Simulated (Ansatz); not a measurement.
Compare A (`NC1NCB1F`) with its isomer B (`BN(C=N)CF`).

Computed with Ansatz on PBE0-D4/def2-TZVP structures; ΔE is electronic, products minus reactants. CCSD(T)/CBS adds triple-zeta CCSD(T) − MP2 to the extrapolated MP2 energy (def2 sets, frozen cores). DFT in def2-TZVPP. B3LYP here is the variant with VWN-RPA as its local correlation; programs differ in this. One conformer a species, not always the lowest.

Q: Which is lower in electronic energy at CCSD(T)/CBS, and by how much? (An estimate is asked.)

A: Computed: A, by 7.0 kcal/mol.

Q: Give E(B) − E(A) in kcal/mol with MP2/def2-TZVPP, B3LYP-D4, CCSD/def2-TZVPP, r2SCAN-D4, B3LYP, CCSD(T)/def2-TZVPP, B2PLYP. (An estimate is asked.)

A: Computed: MP2/def2-TZVPP 7.6, B3LYP-D4 3.5, CCSD/def2-TZVPP 6.2, r2SCAN-D4 6.4, B3LYP 3.8, CCSD(T)/def2-TZVPP 5.3, B2PLYP 4.5. None reverses the order clearly.

Largest T1 diagnostic: 0.014.

From PBE to PBE0 (25 % exact exchange), in def2-TZVPP and without D4, E(B) − E(A) moves by +2.1 kcal/mol. In def2-TZVPP, CCSD(T) changes the Hartree–Fock value by +3.4 kcal/mol (the triples alone add −0.8 kcal/mol) and MP2 by +5.6 kcal/mol.
